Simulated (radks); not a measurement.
The numbers below are computed, except where a source is named.
Problem. The table gives one normalised radial function P(r) = r R(r) (large component) of Au4+ in [Kr] 4d10 4f14 5s1.5 5p6 5d7 6p0.5 (r in bohr). Code: a radial shooting solver on a logarithmic mesh with Libxc functionals. Model: Dirac Kohn-Sham, PBE, spin-unpolarised, spherical densities, finite nucleus; open shells are shared between the two j in proportion to 2j + 1; Fermi nuclear charge, rms radius 5.4371 fm.

r           P
0.002448   0.0077
0.003831   0.0171
0.006044   0.0374
0.009461   0.0766
0.01481    0.1444
0.02336    0.2379
0.03657    0.2983
0.05723    0.1936
0.0903    -0.1667
0.1413    -0.4183
0.2212     0.0457
0.349      0.6181
0.5463    -0.0980
0.855     -1.0839
1.349     -0.8322
2.111     -0.2080
3.305     -0.0139
5.214     -0.0001
8.161     0.0000

Which n and l does it have? It may be an empty orbital.

Solution. n = 5, l = 1: the number of nodes gives n - l - 1 = 3, the rise at small r points to l (this Dirac orbital starts outside the nucleus as r^gamma with gamma = sqrt((l + 1)^2 - (Z/c)^2) = 1.92; the j = 3/2 orbital of l + 1 starts with the same power, but with a smaller coefficient, and then steepens), and the extent must fit the shell. The curve is that of 5p3/2; the two j differ most near the nucleus, where j = l - 1/2 has the larger amplitude, and in heavy atoms j = l - 1/2 is also the more compact. 5p3/2: eigenvalue -110.37 eV, 3 radial nodes at r = 0.0752, 0.215, 0.527 bohr, <r> = 1.07 bohr, 90 % of the charge inside 1.55 bohr.
